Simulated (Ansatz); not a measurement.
Geometry optimisation, RKS B3LYP-D4/def2-SVP in Ansatz.

Input:

```yaml
crystal:
  periodic: [false, false, false]
  atoms:
    - { symbol: "N", position_ang: [-0.806, 0.3914, -1.4439] }
    - { symbol: Sn, position_ang: [0.239, -0.1172, 0.1979] }
    - { symbol: O, position_ang: [1.0688, -1.8668, -0.1461] }
    - { symbol: O, position_ang: [-0.8826, -0.2408, 1.7656] }
    - { symbol: F, position_ang: [1.6119, 1.2152, 0.5249] }
    - { symbol: H, position_ang: [-1.2536, 1.3951, -1.2511] }
    - { symbol: H, position_ang: [-0.1472, 0.5643, -2.234] }
    - { symbol: H, position_ang: [1.6381, -2.0442, 0.6949] }
    - { symbol: H, position_ang: [-1.3799, 0.6566, 1.8747] }
basis:
  gaussian: { orbitals: def2-SVP }
hamiltonian:
  xc: b3lyp
  dispersion: d4
relax:
  f_tol: 0.015
  max_steps: 40
```

Launched with:

```bash
$ ansatz run input.yaml --threads 2 --pin off --max-ram 3072MiB --backend cpu --events-out ev --progress --plain --runs-dir out
```

Where does it end, and by what steps?

It converged. The force dipped under the threshold on the way, but the program's further checks kept it going. After 35 steps the energy has fallen by 0.475 eV; H9 moved furthest, 0.87 Å.

| step | energy less start (eV) | largest force component (eV/Å) | accepted |
| --- | --- | --- | --- |
| 0 | 0.0000 | 3.004 | yes |
| 2 | -0.4170 | 0.256 | yes |
| 4 | -0.4379 | 0.095 | yes |
| 6 | -0.3860 | 1.866 | no |
| 8 | -0.4515 | 0.598 | yes |
| 10 | -0.4663 | 0.059 | yes |
| 12 | -0.4693 | 0.048 | yes |
| 14 | -0.4721 | 0.017 | yes |
| 16 | -0.4723 | 0.033 | yes |
| 18 | -0.4724 | 0.024 | yes |
| 20 | -0.4725 | 0.123 | yes |
| 22 | -0.4731 | 0.031 | yes |
| 24 | -0.4731 | 0.051 | yes |
| 26 | -0.4418 | 1.304 | no |
| 28 | -0.4738 | 0.194 | no |
| 30 | -0.4744 | 0.116 | yes |
| 32 | -0.4748 | 0.003 | yes |
| 34 | -0.4749 | 0.018 | yes |
| 35 | -0.4749 | 0.009 | yes |

```xyz
9
Properties=species:S:1:pos:R:3
N -0.816 0.485 -1.551
Sn 0.137 0.023 0.168
O 1.208 -1.597 -0.181
O -1.044 -0.252 1.730
F 1.283 1.474 0.789
H -0.903 1.493 -1.683
H -0.318 0.100 -2.355
H 1.333 -2.125 0.621
H -0.793 0.352 2.446
```

Whether the end is a true minimum wasn't checked by a vibrational analysis.

The run took 3.3 min on 2 threads of Arm Neoverse N1, on a shared host, peak memory 0.24 GiB.
